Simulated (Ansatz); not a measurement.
(I2In-mu-H)3 (In₃H₃I₆), 12 atoms. Hardware: 2 threads of AMD EPYC 7R13 on a shared host and a share (18 GiB) of an NVIDIA H100 80GB HBM3.

In the def2 sets I, In take a core potential; there is no spin–orbit coupling. Correlated methods freeze 36 core orbitals; core or outer-core shells of In, I are correlated, in sets that lack core-valence functions. Single mean-field runs in def2-TZVP are fitted with def2-universal-jkfit.

(1) How many basis functions does each of these Ansatz runs have, and roughly what does it cost? PBE-D4/def2-TZVP, charge 0 triplet at the geometry of the charge 0 singlet, energy, from earlier orbitals; MP2/def2-TZVP, charge 0 singlet, energy, from earlier orbitals; r2SCAN-D4/def2-TZVP, charge 0 singlet, energy and forces, from earlier orbitals; PBE-D4/def2-TZVP, charge 1 doublet at the geometry of the charge 0 singlet, energy, from earlier orbitals; PBE0-D4/def2-TZVP, charge 0 triplet at the geometry of the charge 0 singlet, energy; CCSD(T)/def2-SVP, charge 0 singlet, energy, from earlier orbitals; r2SCANh-D4/def2-TZVP, charge 0 singlet, energy, from earlier orbitals; RPA@PBE/def2-TZVP, charge 0 singlet, energy, from earlier orbitals; HF/def2-TZVP, charge 0 singlet, energy, from earlier orbitals; PBE-D4/def2-SVP, charge 0 singlet, relaxation, 11 steps; PBE0-D4/def2-TZVP, charge 1 doublet at the geometry of the charge 0 singlet, energy; HF/def2-TZVP, charge 1 doublet at the geometry of the charge 0 singlet, energy, from earlier orbitals.

Answers

(1) Other jobs shared the machine, so times can vary by a factor of up to 3.

```json
{"run": "HF/def2-TZVP, charge 0 singlet, energy, from earlier orbitals", "functions": "468", "fitting or Cholesky vectors": "2016", "wall time": "4.9 s", "peak host memory (GiB)": "0.93"}
{"run": "HF/def2-TZVP, charge 1 doublet at the geometry of the charge 0 singlet, energy, from earlier orbitals", "functions": "468", "fitting or Cholesky vectors": "2016", "wall time": "6 s", "peak host memory (GiB)": "0.99"}
{"run": "r2SCANh-D4/def2-TZVP, charge 0 singlet, energy, from earlier orbitals", "functions": "468", "fitting or Cholesky vectors": "2016", "wall time": "6 s", "peak host memory (GiB)": "1"}
{"run": "r2SCAN-D4/def2-TZVP, charge 0 singlet, energy and forces, from earlier orbitals", "functions": "468", "fitting or Cholesky vectors": "2016", "wall time": "6 s", "peak host memory (GiB)": "1"}
{"run": "MP2/def2-TZVP, charge 0 singlet, energy, from earlier orbitals", "functions": "468", "fitting or Cholesky vectors": "4497", "wall time": "9 s", "peak host memory (GiB)": "1.2"}
{"run": "PBE-D4/def2-TZVP, charge 1 doublet at the geometry of the charge 0 singlet, energy, from earlier orbitals", "functions": "468", "fitting or Cholesky vectors": "2016", "wall time": "9.5 s", "peak host memory (GiB)": "1.1"}
{"run": "PBE0-D4/def2-TZVP, charge 1 doublet at the geometry of the charge 0 singlet, energy", "functions": "468", "fitting or Cholesky vectors": "2016", "wall time": "9.5 s", "peak host memory (GiB)": "1.1"}
{"run": "RPA@PBE/def2-TZVP, charge 0 singlet, energy, from earlier orbitals", "functions": "468", "fitting or Cholesky vectors": "4497", "wall time": "12 s", "peak host memory (GiB)": "2.9"}
{"run": "PBE0-D4/def2-TZVP, charge 0 triplet at the geometry of the charge 0 singlet, energy", "functions": "468", "fitting or Cholesky vectors": "2016", "wall time": "13 s", "peak host memory (GiB)": "1.1"}
{"run": "PBE-D4/def2-TZVP, charge 0 triplet at the geometry of the charge 0 singlet, energy, from earlier orbitals", "functions": "468", "fitting or Cholesky vectors": "2016", "wall time": "13 s", "peak host memory (GiB)": "1.1"}
{"run": "PBE-D4/def2-SVP, charge 0 singlet, relaxation, 11 steps", "functions": "249", "fitting or Cholesky vectors": "3018", "wall time": "22 s", "peak host memory (GiB)": "0.93"}
{"run": "CCSD(T)/def2-SVP, charge 0 singlet, energy, from earlier orbitals", "functions": "249", "fitting or Cholesky vectors": "3179", "wall time": "33 s", "peak host memory (GiB)": "0.93"}
```
